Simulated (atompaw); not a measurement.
## Which change was made? (Mo, PAW (atompaw))

Mo (Z = 42), PAW, made with atompaw 4.2.0.5 (PBE, scalar-relativistic). Core [Ar] 3d10 4s2, reference 4p6 4d4 5s2 5p0. Waves: 5s (bound): rc 2.85 bohr; 5s channel at 1.7 Ry: rc 2.85 bohr; 4p (bound): rc 1.85 bohr; 5p (bound, empty): rc 2.85 bohr; 4d (bound): rc 2.85 bohr; 4d channel at 0.65 Ry: rc 2.85 bohr. Local part: troulliermartins scheme with l = 3 at 0 Ry, radius 2.85 bohr. Core correction: smooth core density matched at 2.70 bohr. Augmentation charge: sinc compensation charge, radius 2.75 bohr; PAW radius 2.85 bohr; waves and projectors: modrrkj vanderbiltortho.

Cutoffs, loose and tight: the cutoffs (Ry, on a coarse ladder) from which the occupation-weighted sum of valence levels, in a spherical-Bessel basis at the reference potential, stays within 10 and 1 mRy of its value at 400 Ry. They see the waves, projectors and local potential, not the compensation charge or the core.

The base gives: outcome: generated; cutoff, loose: 21 Ry; cutoff, tight: 40 Ry; bound ghosts: s.

**Question.** After one change the result is: outcome: generated; cutoff, loose: 21 Ry; cutoff, tight: 40 Ry; bound ghosts: none. Which change was it?
A. local potential troulliermartins scheme with l = 3 at 0 Ry, radius 1.48 bohr
B. wave 4d (bound): rc 2.85 bohr becomes 4d (bound): rc 2.26 bohr
C. augmentation sinc compensation charge, radius 2.75 bohr; PAW radius 2.85 bohr; waves and projectors: custom polynom gramschmidtortho
D. local potential bessel scheme, radius 2.85 bohr

**Answer.** D. The others give: wave 4d (bound): rc 2.85 bohr becomes 4d (bound): rc 2.26 bohr → outcome: generated; cutoff, loose: 30 Ry; cutoff, tight: 40 Ry; bound ghosts: s | local potential troulliermartins scheme with l = 3 at 0 Ry, radius 1.48 bohr → outcome: failed: atompaw: The overlap operator has at least one negative eigenvalue! | augmentation sinc compensation charge, radius 2.75 bohr; PAW radius 2.85 bohr; waves and projectors: custom polynom gramschmidtortho → outcome: generated; cutoff, loose: 25 Ry; cutoff, tight: 40 Ry; bound ghosts: s.
